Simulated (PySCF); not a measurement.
C11H10S, SMILES c1c(Cc2cccs2)cccc1 at its GFN2-xTB optimised geometry (Å):

```
22

C      2.6851    -2.3333    -4.1599
C      3.3666    -1.4415    -3.3491
C      2.9968    -1.2852    -2.0255
C      1.9438    -2.0198    -1.4966
C      1.5135    -1.8081    -0.0653
C      0.5846    -0.6395     0.0000
C     -0.7746    -0.6395     0.0000
C     -1.3316     0.6603     0.0102
C     -0.3868     1.6316     0.0108
S      1.2051     0.9800     0.0000
C      1.2613    -2.9070    -2.3168
C      1.6313    -3.0656    -3.6408
H      2.9741    -2.4567    -5.1933
H      4.1889    -0.8663    -3.7488
H      3.5268    -0.5846    -1.3956
H      2.3890    -1.6193     0.5596
H      0.9974    -2.6953     0.3067
H     -1.3655    -1.5385     0.0004
H     -2.3890     0.8564     0.0174
H     -0.5178     2.6953     0.0177
H      0.4360    -3.4786    -1.9161
H      1.0949    -3.7620    -4.2689
```

Method: PBE/def2-SVP (PySCF).

Map of the electron localisation function on the plane z = 1.2 Å:

```
|0000000000000000000000000|
|0000000000000000000000000|
|0000000000000000000000000|
|0000000000000000000000000|
|0000000000221000000000000|
|0000000000221000000000000|
|0000000001231001220000000|
|0000000002453124553000000|
|0000000013664357876200000|
|0000122235553378986300000|
|0000133356410278886200000|
|0000011245200157753000000|
|0000000123210233210000000|
|0000000024544542000000000|
|0000000014655641015620000|
|0000000013333310289981000|
|0000000122110001499992000|
|0000000121000012279981000|
|0000000010000476115630000|
|0000000000001898200000000|
|0000000000001898200000000|
|0000000000000254100000000|
|0000000000000000000000000|
|0000000000000000000000000|
|0000000000000000000000000|
```
Scale: ten equal steps from 0.000 (start of '0') to 0.990 (end of '9'), in the order '0123456789'; x runs from -5.00 to 5.00, y from -5.00 (bottom) to 5.00 (top).
